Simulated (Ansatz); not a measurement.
Geometry optimisation, RHF/def2-SVP (Ansatz).

Input:

```yaml
crystal:
  periodic: [false, false, false]
  atoms:
    - { symbol: W, position_ang: [0.038597, -0.154007, 0.399949] }
    - { symbol: O, position_ang: [0.631359, 0.286192, 2.179114] }
    - { symbol: H, position_ang: [0.167886, -0.118915, 2.903677] }
    - { symbol: H, position_ang: [1.34834, 0.899065, 0.174313] }
    - { symbol: H, position_ang: [-0.201909, 0.972829, -0.816642] }
    - { symbol: H, position_ang: [-1.531541, 0.466989, 0.265115] }
    - { symbol: O, position_ang: [-0.188404, -2.014257, 0.239838] }
    - { symbol: H, position_ang: [0.181198, -2.713515, -0.275213] }
    - { symbol: H, position_ang: [0.964875, -0.402882, -0.960653] }
basis:
  gaussian: { orbitals: def2-SVP }
hamiltonian:
  xc: hf
relax:
  f_tol: 0.03
  max_steps: 50
```

Launched with:

```bash
$ ansatz run input.yaml --threads 1 --pin off --max-ram 2048MiB --backend cpu --events-out ev --progress --plain --runs-dir out
```

Question: Where does it end, and by what steps?

Answer: It converged. After 4 steps the energy has fallen by 0.019 eV; H4 moved furthest, 0.05 Å.

| step | energy less start (eV) | largest force component (eV/Å) | accepted |
| --- | --- | --- | --- |
| 0 | 0.0000 | 0.697 | yes |
| 1 | 0.0023 | 0.536 | no |
| 2 | -0.0186 | 0.073 | yes |
| 3 | -0.0186 | 0.076 | yes |
| 4 | -0.0192 | 0.012 | yes |

```xyz
9
Properties=species:S:1:pos:R:3
W 0.041 -0.145 0.403
O 0.623 0.284 2.176
H 0.168 -0.136 2.898
H 1.321 0.874 0.142
H -0.192 0.995 -0.803
H -1.529 0.475 0.268
O -0.195 -2.007 0.239
H 0.204 -2.702 -0.259
H 0.970 -0.417 -0.954
```

Whether the end is a true minimum wasn't checked by a vibrational analysis.

The run took 10 s on 1 thread of Arm Neoverse V1 (shared host), peak memory 0.16 GiB.
